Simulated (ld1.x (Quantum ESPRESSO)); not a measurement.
What one change does to a pseudopotential (Ba, TM)

- Element: Ba (Z = 56)
- Generator: ld1.x (Quantum ESPRESSO) 7.5
- Type: norm-conserving Troullier–Martins (Kleinman–Bylander form)
- Functional: PBEsol
- Relativity: scalar-relativistic
- Frozen core: [Xe]
- Valence charge: 2
- Reference configuration: 5d0 6s1.5 6p0 (charge +0.5)
- Partial waves: 6s (bound): rc 3.00 bohr; 5d (bound, empty): rc 4.20 bohr; 6p (bound, empty): rc 4.20 bohr
- Local potential: the p channel
- Core correction: a·sin(br)/r model core inside 2.85 bohr

Change: wave 5d (bound): rc 4.20 bohr becomes 5d (bound): rc 5.22 bohr.

Cutoffs: the cutoffs (Ry, on a coarse ladder) from which the occupation-weighted sum of valence levels, in a spherical-Bessel basis at the reference potential, stays within 10 and 1 mRy of its value at 400 Ry; they do not see the model core or the augmentation charge, which bear on the density cutoff. Errors are all-electron minus pseudo energies relative to the spin-unpolarised reference configuration.

**Question.** What does the change do?

**Answer.** The potential gets neither clearly harder nor softer (6 Ry and 15 Ry → 6 Ry and 15 Ry); both files keep a bound ghost (s); of the 7 tests that both files solve, the error grows in 2 and shrinks in 1 by more than 15 % and 0.3 meV (median size 19.9 → 32.6 meV).

```csv
quantity,base,changed
"cutoff, loose",6 Ry,6 Ry
"cutoff, tight",15 Ry,15 Ry
bound ghosts,s,s
"error for 5d0 6s2 6p0, meV [ΔE -2.15 eV]",+20,+20
"error for 5d0 6s1 6p0, meV [ΔE 3.23 eV]",+33,+33
"error for 5d0 6s1 6p1, meV [ΔE -0.10 eV]",-4.2,-4.2
"error for 5d1 6s0 6p0, meV [ΔE 3.89 eV]",-20,+9.4
"error for 5d0.5 6s1.5 6p0, meV [ΔE -1.50 eV]",+29,+35
"error for 5d1 6s1 6p0, meV [ΔE -0.81 eV]",+8.1,+33
"error for 5d0 6s0 6p2, meV [ΔE 2.02 eV]",-34,-34
```

 A true bound ghost makes a file unfit for plane-wave use even where its test errors are small: the radial tests pick states by their node count and pass the ghost by.
